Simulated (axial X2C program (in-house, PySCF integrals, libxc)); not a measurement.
# How long does MgMn take?

A bond scan computed with an axial X2C code built on PySCF integrals. Basis: Mn dyall-cv3z [9s10p6d3f2g], Mg dyall-cv3z [9s8p6d3f] (cores contracted in-house).

Input file and command:
```json
{"zs": [25, 12], "q": 0, "bas": ["dyall-cv3z", "dyall-cv3z"], "levels": ["PBE0", "HF", "TPSSh"], "cc": true, "r0": 2.58, "thr": -2.0, "nmax": 90, "npts": 10, "nst": 2, "ntry": 6}
```
```bash
python so2c.py task.json out
```

Keys: zs atomic numbers; q charge; bas basis sets; levels methods; cc coupled cluster on or off; r0 starting distance in Å; thr threshold in hartree for freezing inner shells (an s shell follows its p shell); nmax most natural virtual spinors; npts points on the curve; nst determinants followed; ntry starts of the search. HF also brings MP2.

Hardware: 1 thread of Arm Neoverse V1, with other jobs on the host.

Wall time of one point of each curve, integrals apart:

```
Hamiltonian  level  points  seconds a point
  spin-free   PBE0      10             0.35
  spin-free     HF      10             0.92
  spin-free  TPSSh      10             0.73
         2c   PBE0      10             0.45
         2c     HF      10              1.6
         2c  TPSSh      10             0.87
```

The rest:

Search with its distance optimisation 45 s, atoms 7 s, whole task 120 s. Coupled cluster runs on the points near the minimum only. The program drops outer points, and coupled cluster, when its time limit (not in the input) nears; MP2, further determinants and curves that did not converge are not in the table.
